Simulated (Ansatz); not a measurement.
C2H5BCl2, SMILES `CC(Cl)BCl` from Hartree–Fock to CCSD(T)

```json
{"atom": "C1", "x (Å)": "-1.043", "y (Å)": "0.742", "z (Å)": "0.206"}
{"atom": "C2", "x (Å)": "0.389", "y (Å)": "0.288", "z (Å)": "0.114"}
{"atom": "Cl3", "x (Å)": "0.977", "y (Å)": "-0.339", "z (Å)": "1.725"}
{"atom": "B4", "x (Å)": "0.703", "y (Å)": "-1.077", "z (Å)": "-0.577"}
{"atom": "Cl5", "x (Å)": "2.189", "y (Å)": "-1.310", "z (Å)": "-1.463"}
{"atom": "H6", "x (Å)": "-1.158", "y (Å)": "1.560", "z (Å)": "0.920"}
{"atom": "H7", "x (Å)": "-1.698", "y (Å)": "-0.078", "z (Å)": "0.502"}
{"atom": "H8", "x (Å)": "-1.365", "y (Å)": "1.100", "z (Å)": "-0.777"}
{"atom": "H9", "x (Å)": "1.071", "y (Å)": "1.099", "z (Å)": "-0.142"}
{"atom": "H10", "x (Å)": "-0.064", "y (Å)": "-1.986", "z (Å)": "-0.510"}
```

The species carries charge 0 and has multiplicity 1. All single points use the PBE0-D4/def2-TZVP geometry. It is one conformer, not always the lowest. Frozen core, restricted reference, Ansatz 0.2.0. CBS rows extrapolate triple and quadruple zeta; past MP2 they add the triple-zeta difference.

```
     basis      HF (Eh)  MP2 corr.
  def2-SVP  -1022.00489   -0.63485
def2-TZVPP  -1022.43185   -0.82610
def2-QZVPP  -1022.46181   -0.89324
```

(1) Estimate the CCSD correlation energy and the (T) correction in each basis where they were run (hartree).

Results:

(1) 
```json
{"basis": "def2-SVP", "CCSD corr.": "-0.69284", "(T)": "-0.01953"}
{"basis": "def2-TZVPP", "CCSD corr.": "-0.88427", "(T)": "-0.03829"}
{"basis": "CBS(def2)", "CCSD corr.": "-1.00115", "(T)": "as TZ"}
```
